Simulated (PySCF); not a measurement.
## Telling isomers of C6H13ClOSi apart by NMR

PySCF calculation with GFN2-xTB geometry and shielding tensors at PBE0/pcSseg-1 (GIAO); one conformer, averaged over atoms made equivalent by symmetry, fast rotation or ring inversion, non-relativistic Hamiltonian, isolated molecule.

Scale: ¹H and ¹³C against TMS (reference shieldings calculated alike). Where no couplings were computed, multiplicities follow the n + 1 count of equivalent neighbours, and m marks all less simple cases (inequivalent or close neighbours, rings, F or P nearby). Shifts are as computed. Against solution values, carbons near 30 ppm lie about +3 ppm off and those near 130 ppm about +5 ppm; carbons on Cl a further +6 ppm. Of 1211 compounds with measured shifts, 218 miss one by over three times the rms of a fit or turn the order of signals round; such compounds aren't used in these exercises. Carbons bonded to Cl come out too deshielded.

(1) Tabulate the signals of `CC(C)O[SiH2]C/C=C/Cl`, `C=C(C)[Si@@H](Cl)[C@H](C)OC` and their relative energies.

(2) What is the quickest way to tell CC(C)O[SiH2]C/C=C/Cl from C=C(C)[Si@@H](Cl)[C@H](C)OC?

Answers

(1) 
```json
{"SMILES": "CC(C)O[SiH2]C/C=C/Cl", "carbon types": "3×CH 1×CH2 2×CH3", "δC": "134.9, 128.3, 70.2, 26.7, 23.3", "δH": "5.96 (m, 1H), 5.95 (m, 1H), 4.80 (t, 2H), 3.99 (sept, 1H), 2.02 (m, 2H), 1.24 (d, 6H)", "E rel. (kcal/mol)": "2.0"}
{"SMILES": "C=C(C)[Si@@H](Cl)[C@H](C)OC", "carbon types": "1×C 1×CH 1×CH2 3×CH3", "δC": "147.8, 139.1, 77.5, 59.8, 26.6, 14.0", "δH": "6.31 (m, 1H), 6.20 (m, 1H), 4.97 (d, 1H), 3.57 (s, 3H), 3.27 (m, 1H), 2.01 (s, 3H), 1.31 (d, 3H)", "E rel. (kcal/mol)": "0.0"}
```

Energies are electronic energies at PBE0/pcSseg-1 on these geometries, without zero-point or thermal terms, each for the one conformer computed, which needn't be the lowest.

(2) Count the carbon signals: 5 against 6. The first has an allylic sp3 CH2 bonded to Si at 23.3 ppm, the second a fully substituted alkene carbon (C) at 147.8 ppm. Their most deshielded carbons lie at 134.9 and 147.8 ppm.
